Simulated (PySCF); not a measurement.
Species: C₂H₂BF₃O.
Atom-mapped SMILES: `[F:1][B:2]([F:3])[C@@H:4]1[O:5][C@H:6]1[F:7]` (hydrogens: H8 on C4; H9 on C6)

Computed by this run: PBE0-D3(BJ)/def2-SVP geometry optimisation, gas phase (PySCF); density fitting, grid level 1; the optimiser is geomeTRIC in internal coordinates, started from a GFN2-xTB structure with every atom displaced at random (about 0.01 Å).

Step 0: E = -12959.5273 eV
```
atom  x, y, z in Å  |  force x, y, z in eV/Å
F1      1.5400    1.3939    0.7517   -0.405   1.097   0.477
B2      1.4174    0.2675    0.1208    0.120   0.066  -0.089
F3      2.5099   -0.4292    0.0447    0.837  -0.956  -0.248
C4      0.1040   -0.2702   -0.4623   -1.586   0.101   0.278
O5     -0.9178    0.6481   -0.9292   -0.085   0.367   0.258
C6     -1.2277   -0.0097    0.2099    0.983  -0.630  -0.230
F7     -2.1643   -0.9693    0.1184    0.051   0.227  -0.041
H8      0.1108   -1.1801   -1.0568    0.106  -0.356  -0.091
H9     -1.3145    0.5319    1.1689   -0.020   0.083  -0.315
```

**Question.** Estimate the geometry and energy of step 1. (The exact step hangs on the optimiser's Hessian estimate; all steps are aligned on step 0, rigid shifts and turns removed.)

**Answer.** E = -12959.6102 eV, largest force 0.272 eV/Å
```
atom  x, y, z in Å  |  force x, y, z in eV/Å
F1      1.3545    1.4108    0.7489    0.168  -0.104  -0.055
B2      1.4029    0.2533    0.1192   -0.094  -0.093  -0.106
F3      2.5341   -0.4249    0.1174   -0.159   0.173   0.009
C4      0.0880   -0.3115   -0.5181    0.190   0.047   0.190
O5     -0.8984    0.6726   -0.9109    0.074   0.083  -0.002
C6     -1.1574   -0.0284    0.2200   -0.157   0.066  -0.014
F7     -2.1732   -0.8963    0.1548   -0.037  -0.151  -0.019
H8      0.0836   -1.2191   -1.1339    0.002   0.007   0.020
H9     -1.1763    0.5264    1.1690    0.015  -0.028  -0.022
```

The energy changes by -0.0829 eV. The first-order estimate −F·Δx gives -0.2135 eV and the mean of the old and new forces, exact on a quadratic surface, -0.0727 eV. The step makes an angle of 75° with the force vector and moves no atom by more than 0.186 Å.

What follows is the cost of the whole optimisation. The run took 46 s wall on Arm Neoverse V1, one thread, on a shared host, and the process peaked at 0.44 GiB of memory.
